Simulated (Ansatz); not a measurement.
Molecule: sum formula SiH2F2, net charge 0, singlet state. SMILES: [SiH2](F)F
Geometry: optimised at B3LYP-D3(BJ)/def2-TZVP (Ansatz, a program for electronic structure).

Quantity: vertical ionisation energy (to the doublet state of charge +1; each state is the SCF solution reached for its spin), in eV. Correlated levels leave the core frozen unless marked. UHF or UKS for open shells. Spin-orbit coupling is left out. No relativistic terms. Basis-set limits of correlation are two-point, X^-3; Hartree-Fock from the larger set. [CCSD(T)-MP2]/basis is that difference in the basis named.

RI-MP2/CBS(aug-cc-pV(T+d)Z,aug-cc-pV(Q+d)Z)+[CCSD(T)-MP2]/aug-cc-pV(T+d)Z (Ansatz) gives 13.18 eV.

Another calculation gave 12.26 eV. Which level was it?
A. SVWN5/def2-TZVPD (Ansatz)
B. BHLYP/def2-TZVPD (Ansatz)
C. wB97M-V/def2-TZVPD (Ansatz)
D. r2SCAN/def2-TZVPD (Ansatz)

A, SVWN5/def2-TZVPD (Ansatz). The others give 12.84 (wB97M-V), 13.01 (BHLYP), 12.42 (r2SCAN) eV.
